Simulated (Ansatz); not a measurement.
CH7AlOSSi, SMILES `C[O][AlH][S][SiH3]`, relaxed with RKS PBE-D4/def2-SVP in Ansatz 0.2.0 from a rough embedded geometry. The force threshold is 0.03 eV/Å; the program also tests the step.

Charge 0, multiplicity 1.

Start:

```xyz
12

C     1.447    0.142   -1.454
O     2.114   -0.188   -0.287
Al    0.890   -0.921    0.875
S    -0.277    0.432    2.384
Si   -1.952    0.576    0.962
H     2.241    0.492   -2.203
H     0.696    0.883   -1.337
H     1.044   -0.833   -1.921
H     0.720   -2.476    0.985
H    -2.420   -0.748    0.655
H    -2.990    1.373    1.595
H    -1.513    1.269   -0.252
```

**Question.** How much energy does the relaxation release, and in how many steps? (An estimate is asked.)

**Answer.** Computed: 1.00 eV, in 20 steps.

**Question.** Which bonds change most? (An estimate is asked.)

**Answer.** The calculation gave: O2–Al3 from 1.841 to 1.697 Å; Al3–S4 from 2.338 to 2.206 Å; Si5–H10 from 1.438 to 1.505 Å; C1–H7 from 1.062 to 1.114 Å.

**Question.** Give the relaxed structure. (Estimate.)

**Answer.** Computed: 
```xyz
12

C     1.103   -0.019   -1.560
O     1.385   -0.698   -0.373
Al    1.038   -1.094    1.240
S    -0.725   -0.352    2.339
Si   -1.776    0.730    0.788
H     2.044    0.191   -2.116
H     0.587    0.954   -1.390
H     0.451   -0.629   -2.227
H     2.042   -2.057    1.993
H    -1.996   -0.116   -0.436
H    -3.108    1.112    1.365
H    -1.046    1.981    0.378
```
